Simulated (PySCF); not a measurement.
C7H5NS2Se, SMILES c1c[se]c(Sc2nccs2)c1 at its GFN2-xTB optimised geometry (Å):

```
16

C      0.0215    -3.5711    -0.0035
C     -1.1946    -2.9704    -0.0050
Se    -1.0860    -1.1146    -0.0029
C      0.7696    -1.3599    -0.0013
S      1.9886    -0.0897     0.0005
C      1.0128     1.3318     0.0000
N     -0.2805     1.3318     0.0000
C     -0.7851     2.5886    -0.0002
C      0.1371     3.5798    -0.0004
S      1.7365     2.9230     0.0000
C      1.1177    -2.6794    -0.0014
H      0.1572    -4.6396    -0.0045
H     -2.1431    -3.4759    -0.0070
H     -1.8520     2.7125    -0.0002
H     -0.0122     4.6396    -0.0004
H      2.1431    -3.0079    -0.0004
```

Method: PySCF with CAM-B3LYP/def2-TZVP. Cells within 0.4 Å of a nucleus heavier than hydrogen are left out (blank, or x).

Map of the Laplacian of the electron density (e/bohr⁵), clipped to [-1.50, 1.50] on the plane z = 0.0 Å:

```
|5555555555555555555555555555555|
|5555555555555555555555555555555|
|5555555555555555555555555555555|
|5555555555555555555555555555555|
|5555555555555555555555555555555|
|5555555555555550555555555555555|
|5555555555555551455555555555555|
|555555555555555xx55455555555555|
|555555555555553x439x35555555555|
|5555555555502xx554xx55555555555|
|5555555555554x76553655555555555|
|5555555555555515643555555555555|
|55555555555555xx0xx555555555555|
|5555555555555503582555555555555|
|5555555555555555553955555555555|
|5555555555555555558xx4555555555|
|5555555555558955553x94555555555|
|555555555555xx94434555555555555|
|5555555555559x94xx5555555555555|
|5555555555555655505555555555555|
|55555555555544555x5555555555555|
|555555555555xx564xx145555555555|
|555555555541xx1x145455555555555|
|555555555554554x555555555555555|
|5555555555555551455555555555555|
|5555555555555550455555555555555|
|5555555555555555555555555555555|
|5555555555555555555555555555555|
|5555555555555555555555555555555|
|5555555555555555555555555555555|
|5555555555555555555555555555555|
```
Scale: ten equal steps from -1.50 (start of '0') to 1.50 (end of '9'), in the order '0123456789'; x runs from -7.00 to 7.00, y from -7.00 (bottom) to 7.00 (top).
